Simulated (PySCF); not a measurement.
C2H6Mg. Atoms are numbered in the order given.

```xyz
9

Mg     0.0000     0.0000     0.0000
C      0.0000     0.0000    -2.0987
H      0.8144     0.6074    -2.5116
H     -0.9333     0.4016    -2.5116
H      0.1189    -1.0090    -2.5116
C      0.0000     0.0000     2.0987
H      0.8144    -0.6074     2.5116
H     -0.9333    -0.4016     2.5116
H      0.1189     1.0090     2.5116
```
Charge 0, spin multiplicity 1.

Coordinates come from a TPSSh-D3(BJ)/def2-TZVP optimisation. The isomer is the one that the SMILES or the coordinates give; other isomers of the formula were not compared.

Level of theory: ωB97X/def2-TZVPD run with PySCF.

Symmetry labels are those of the subgroup C2 that the program uses (full group D3).

List the valence orbital energies around the gap with their symmetry. (Estimate from the structure and the level; the computed values follow.)


| orbital | symmetry | energy (eV) |
|---|---|---|
| HOMO−7 | A | -20.99 |
| HOMO−6 | B | -20.93 |
| HOMO−5 | A | -12.80 |
| HOMO−4 | B | -12.80 |
| HOMO−3 | B | -12.76 |
| HOMO−2 | A | -12.76 |
| HOMO−1 | A | -10.21 |
| HOMO | B | -8.82 |
| LUMO | A | 1.05 |
| LUMO+1 | A | 1.28 |
| LUMO+2 | B | 1.28 |
| LUMO+3 | B | 1.74 |
